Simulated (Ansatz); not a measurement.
Reaction (ligand exchange at the Hf–Cl bond): `C[O][Hf]([Cl])([Cl])[Cl]` + H₂S → `C[O][Hf]([SH])([Cl])[Cl]` + HCl

Isolated molecules relaxed with PBE0-D4/def2-TZVP in Ansatz; ΔE leaves out vibrations. CBS: MP2 limit from def2 TZ/QZ plus the TZ coupled-cluster correction, frozen cores. This one scheme is used for every species. DFT in def2-TZVPP. Elements past krypton have def2 core potentials. For Hf outer-core shells are correlated without core-valence functions, which leaves a few kJ/mol of doubt a bond. Each species was taken in one conformer, which may not be the lowest.

`C[O][Hf]([Cl])([Cl])[Cl]`:

```xyz
9

C    -0.606   -0.152   -1.613
O    -0.117   -0.028   -0.312
Hf    0.539    0.135    1.434
Cl    1.924    2.020    1.532
Cl   -1.281    0.378    2.887
Cl    1.750   -1.801    1.952
H    -0.226    0.665   -2.233
H    -0.285   -1.104   -2.042
H    -1.698   -0.114   -1.604
```

H₂S:

Cartesian coordinates in Å:
```
S 0.474 -0.263 0.300
H -0.372 -0.685 -0.651
H -0.102 0.948 0.351
```

`C[O][Hf]([SH])([Cl])[Cl]`:

```xyz
10

C    -0.809    1.551   -0.651
O    -0.166    0.370   -0.275
Hf    0.754   -1.238    0.013
S     0.548   -1.730    2.395
Cl   -0.216   -2.955   -1.258
Cl    3.011   -0.985   -0.573
H    -1.586    1.337   -1.389
H    -1.270    2.016    0.225
H    -0.087    2.249   -1.083
H    -0.179   -0.616    2.598
```

HCl:

Z-matrix (Å, degrees):
```
Cl
H 1 1.279
```

```
                   species  PBE-D4 energy (Eh)
`C[O][Hf]([Cl])([Cl])[Cl]`         -1543.49354
                       H₂S          -399.22838
`C[O][Hf]([SH])([Cl])[Cl]`         -1482.06963
                       HCl          -460.62759
```

Task: Work out ΔE.

Result: ΔE = (-1482.06963) + (-460.62759) − (-1543.49354) − (-399.22838) = 0.02470 Eh = +0.67 eV. CCSD(T)/CBS gives +0.71 eV.

Largest T1 diagnostic among the species: 0.015.

At CCSD(T), def2-SVP lies +0.08 eV from the extrapolated value and def2-TZVPP −0.01 eV. In def2-TZVPP, CCSD(T) changes the Hartree–Fock value by −0.17 eV (the triples alone add −0.03 eV) and MP2 by −0.17 eV. Leaving LDA and LC-ωPBE aside and taking each functional with its dispersion term where it has one, the values, not all of them listed here, spread over 0.10 eV, from PBE-D4 to BHLYP-D4.
